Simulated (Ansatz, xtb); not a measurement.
# Two structures of AlFH4InN

Structure a is a singlet given by its coordinates and structure b is a singlet given by its coordinates. Both are isolated molecules in the gas phase, relaxed with B3LYP-D3(BJ)/def2-SVP.

a (Å):

```tsv
atom	x (Å)	y (Å)	z (Å)
Al	-1.2491	-1.2816	-0.2369
F	-1.6356	-2.9115	-0.2220
In	-1.5827	-0.2855	2.4052
N	0.3324	-0.9078	0.6292
H	-1.7913	-0.3273	-1.3639
H	0.9167	-0.1058	0.3952
H	0.9289	-1.6486	0.9978
H	-0.5362	0.2180	3.7882
```

Close contacts (Å): Al1–F2 1.68, Al1–In3 2.84, Al1–N4 1.84, In3–N4 2.68, Al1–H5 1.57, In3–H8 1.81, N4–H6 1.02, N4–H7 1.02.

b (Å):

```xyz
8

Al   -0.0538   -0.3110    0.4314
F    -0.3342   -0.8507   -1.2566
In    1.4402    0.2154   -2.2675
N    -1.3812    0.7221    1.0394
H    -1.8676    1.4626    0.5447
H    -1.7637    0.6324    1.9756
H     1.3023    0.5895   -0.1612
H     0.4730   -1.4898    1.3527
```

Close contacts (Å): Al1–F2 1.79, Al1–In3 3.13, Al1–N4 1.79, F2–In3 2.30, Al1–H7 1.73, Al1–H8 1.59, In3–H7 2.14, N4–H5 1.01, N4–H6 1.02.

**Question.** Estimate E(b) − E(a) at the level CCSD(T)/def2-SVP + ΔMP2/def2-TZVPP.

**Answer.** Calculated at CCSD(T)/def2-SVP + ΔMP2/def2-TZVPP: E(b) − E(a) = −18.3 kcal/mol, so structure b lies lower.

The same difference at several levels:

| level | geometry | E(b) − E(a) (kcal/mol) | departure from the last row (kcal/mol) | job, with rough time for the two |
| --- | --- | --- | --- | --- |
| B3LYP-D3(BJ)/def2-SVP | B3LYP-D3(BJ)/def2-SVP | −19.2 | −0.9 | optimisation, 1.7 min |
| HF/def2-SVP | B3LYP-D3(BJ)/def2-SVP | −21.0 | −2.7 | part of the CCSD(T) run |
| MP2/def2-SVP | B3LYP-D3(BJ)/def2-SVP | −17.9 | +0.4 | part of the CCSD(T) run |
| CCSD(T)/def2-SVP | B3LYP-D3(BJ)/def2-SVP | −18.5 | −0.2 | single point |
| CCSD(T)/def2-SVP + ΔMP2/def2-TZVPP | B3LYP-D3(BJ)/def2-SVP | −18.3 |  | single point, 24 s |

The levels shown agree on the order. The largest departure from CCSD(T)/def2-SVP + ΔMP2/def2-TZVPP is that of HF/def2-SVP, 2.7 kcal/mol. Levels run at GFN2-xTB geometries aren't shown. The last row adds to CCSD(T) the change of the MP2 difference between the two basis sets, here +0.2 kcal/mol.

With harmonic frequencies from B3LYP-D3(BJ)/def2-SVP (ideal gas, rigid rotor, one conformer each, 298.15 K, 1 atm): the zero-point term adds +0.6 kcal/mol; ΔH is −17.8 and ΔG −17.9 kcal/mol.

The correlated steps freeze 11 core orbitals; the filled d shell of In is correlated, in a basis made for valence electrons. Atoms past krypton carry core potentials in the def2 sets and no spin–orbit term is included. Run with Ansatz 0.2.0; the last row on 1 thread of Intel(R) Xeon(R) 6975P-C (Granite Rapids) on a shared host.
